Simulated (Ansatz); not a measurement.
Ansatz (a program for electronic structure) input:

Ansatz 0.2 input:
```yaml
crystal:
  periodic: [false, false, false]
  atoms:
    - {symbol: O, position_ang: [0.00000000, 0.00000000, 0.00000000]}
    - {symbol: B, position_ang: [-1.16475675, -0.65077146, 0.00373208]}
    - {symbol: H, position_ang: [-1.67657657, -0.90969153, -1.04264628]}
    - {symbol: H, position_ang: [-1.64842851, -0.94805122, 1.05330018]}
    - {symbol: B, position_ang: [1.16475675, 0.65077146, -0.00373208]}
    - {symbol: H, position_ang: [1.15140749, 1.84376938, 0.01828126]}
    - {symbol: H, position_ang: [2.17359758, 0.01397338, -0.02893516]}
basis:
  gaussian:
    orbitals: aug-cc-pVDZ
magnetization: {spin_polarized: false}
correlation: {method: ccsd_t, electrons: outside_noble_gas}
output: {forces: true}
```

Which total energy does the run end on?

-127.03701 Eh (CCSD(T)/aug-cc-pVDZ). The basis has 105 functions. The run takes around 27 core-seconds (rough).
